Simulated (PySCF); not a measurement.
Compound: BH₉N₂Si₂.
Numbering: `[NH2:1][BH:2][N:3]([SiH3:4])[SiH3:5]` (hydrogens: H6, H7 on N1; H8 on B2; H9, H10, H11 on Si4; H12, H13, H14 on Si5)

Method used: PBE0-D3(BJ)/def2-SVP geometry optimisation, gas phase (PySCF 2.14.0).

List the bond lengths, angles and torsions at this level.

| bond | length (pm) | order |
| --- | --- | --- |
| N1–B2 | 140.5 | single |
| B2–N3 | 144.5 | single |
| N3–Si4, N3–Si5 | 175.6 | single |
| N1–H6, N1–H7 | 101.1 | single |
| B2–H8 | 121.2 | single |
| Si4–H9 and 5 like bonds | 149.5 | single |

Bonds in one row agree within 1 pm and their mean is given. Orders are formal, as drawn. A selection of angles:
| angle | degrees |
| --- | --- |
| B2–N1–H6 | 126.0 |
| B2–N1–H7 | 120.9 |
| H6–N1–H7 | 113.1 |
| N1–B2–N3 | 123.3 |
| N1–B2–H8 | 117.4 |
| N3–B2–H8 | 119.4 |
| B2–N3–Si4 | 120.0 |
| B2–N3–Si5 | 120.5 |
| Si4–N3–Si5 | 119.4 |
| N3–Si4–H9 | 111.2 |
| N3–Si4–H10 | 110.4 |
| H9–Si4–H10 | 107.2 |
| H9–Si4–H11 | 109.3 |
| N3–Si5–H12 | 108.3 |

Torsions: N1–B2–N3–Si4 179° (antiperiplanar). The mirror-image conformer, all signs reversed, is as good.

Of the pairs four or more bonds apart, Si5···H6 is among the closest relative to their van der Waals radii: 2.82 Å, 85 % of the sum of Bondi's values. B2 (three-coordinate boron) is planar (angles 123.3°, 119.4° and 117.4°, sum 360.0°, 0.00 Å off the plane of its three neighbours). Si4 (SiH3 silicon) is tetrahedral (angles from 107.2° to 111.2°). The 5 heavy atoms lie in one plane (0.007 Å rms). The 2 B–N bonds span 1.405 Å (N1–B2, drawn single) to 1.445 Å (B2–N3, drawn single), a spread of 0.040 Å. N3 (nitrogen bridging silicon atoms) is planar (angles 120.5°, 120.0° and 119.4°, sum 360.0°, 0.01 Å off the plane of its three neighbours). N1 (boron-bound nitrogen) is planar (angles 126.0°, 120.9° and 113.1°, sum 360.0°, 0.00 Å off the plane of its three neighbours).

Point group: near Cs, missed by 0.26 Å at most; the miss may be what the optimiser left on a soft mode. PBE0-D3(BJ)/def2-SVP frequencies: not computed here.
